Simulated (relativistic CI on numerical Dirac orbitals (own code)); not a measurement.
**Calculated levels, Cu⁵⁺**

Calculated at this level of theory: Dirac-Coulomb-Breit CI, orbitals from a KLI potential per configuration, model QED, valence Slater integrals scaled by 0.85, P86 correlation energy added to each configuration (own radial code, finite nucleus).

CI space (outside the closed core [Ne]): 3s2 3p6 3d6, 3s2 3p6 3d5 4s, 3s2 3p5 3d7, 3s2 3p6 3d5 4p, 3s2 3p6 3d5 4d, 3s2 3p4 3d8, 3s2 3p6 3d5 5s, 3s2 3p6 3d5 5p, 3s 3p6 3d7, 3s2 3p6 3d5 4f, 3s2 3p6 3d4 4s2, 3s2 3p6 3d5 5d, 3s2 3p6 3d5 5f, 3s2 3p6 3d5 5g. Levels of other configurations are missing.

The lowest level is 3s2 3p6 3d6 5D_4, with 99 % of that term; Hund's rules for 3s2 3p6 3d6 give 5D with J = 4, in agreement.

```tsv
No.	Configuration	Term	J	E (cm⁻¹)	%	Lifetime (s)
1	3s2 3p6 3d6	5D	4	0.0	99	
2	3s2 3p6 3d6	5D	3	1177.4	99	1.77e+01
3	3s2 3p6 3d6	5D	2	1943.9	99	3.45e+01
4	3s2 3p6 3d6	5D	1	2430.0	99	9.29e+01
5	3s2 3p6 3d6	5D	0	2665.5	99	4.76e+02
6	3s2 3p6 3d6	3P	2	25748.7	98	2.34e-01
7	3s2 3p6 3d6	3P	1	29111.3	98	1.58e-01
8	3s2 3p6 3d6	3H	6	29233.6	99	
9	3s2 3p6 3d6	3F	4	29393.6	63	3.08e-01
10	3s2 3p6 3d6	3H	5	29777.6	94	1.94e+02
11	3s2 3p6 3d6	3P	0	30207.9	95	1.65e-01
12	3s2 3p6 3d6	3F	3	30502.6	95	3.17e-01
13	3s2 3p6 3d6	3H	4	30573.7	70	6.80e-01
14	3s2 3p6 3d6	3F	2	30923.4	99	6.97e-01
15	3s2 3p6 3d6	3G	5	35278.4	94	1.46e+00
16	3s2 3p6 3d6	3G	4	36291.6	92	1.75e+00
17	3s2 3p6 3d6	3G	3	36706.5	95	1.03e+00
18	3s2 3p6 3d6	3D	2	43135.2	95	4.10e-01
19	3s2 3p6 3d6	3D	1	43307.7	99	3.27e-01
20	3s2 3p6 3d6	3D	3	43576.0	99	2.88e-01
21	3s2 3p6 3d6	1G	4	43578.9	96	2.12e-01
22	3s2 3p6 3d6	1I	6	44518.8	99	7.88e-01
23	3s2 3p6 3d6	1S	0	47523.8	96	9.43e-02
24	3s2 3p6 3d6	1D	2	50160.7	94	2.09e-01
25	3s2 3p6 3d6	1F	3	60420.8	97	4.55e-01
26	3s2 3p6 3d6	3P	0	68517.4	99	1.33e-01
27	3s2 3p6 3d6	3P	1	69580.6	99	1.22e-01
28	3s2 3p6 3d6	3F	2	71200.9	99	1.04e-01
29	3s2 3p6 3d6	3F	4	71321.7	98	1.00e-01
30	3s2 3p6 3d6	3F	3	71561.4	97	1.05e-01
```

Energies count from the lowest computed level; lifetimes are radiative, by E1, M1, E2 decay to levels of this space only; some are left blank where a channel outside the calculation adds to the decay or the decay crosses a small, uncertain gap.

The mean weight of the leading LS term, summed over parents, in these 30 levels is 95 %, and that of the leading jj configuration (from the same eigenvectors) 55 %, so LS coupling describes them better.

At this charge configurations can still be misplaced by up to about 7 % of their energy. 61 of the 63 excited levels that our extract of the measured tables holds in this range could be paired (the sources list more); they are missed by 4553 cm⁻¹ on average and 8819 at most, and levels without a partner can miss by more.

Landé's interval rule says that E(J) − E(J−1) = AJ with one A. For the ground term the intervals give A = -235.5, -243.1, -255.5, -294.4 cm⁻¹ for J = 1, 2, 3, 4; the multiplet is inverted.
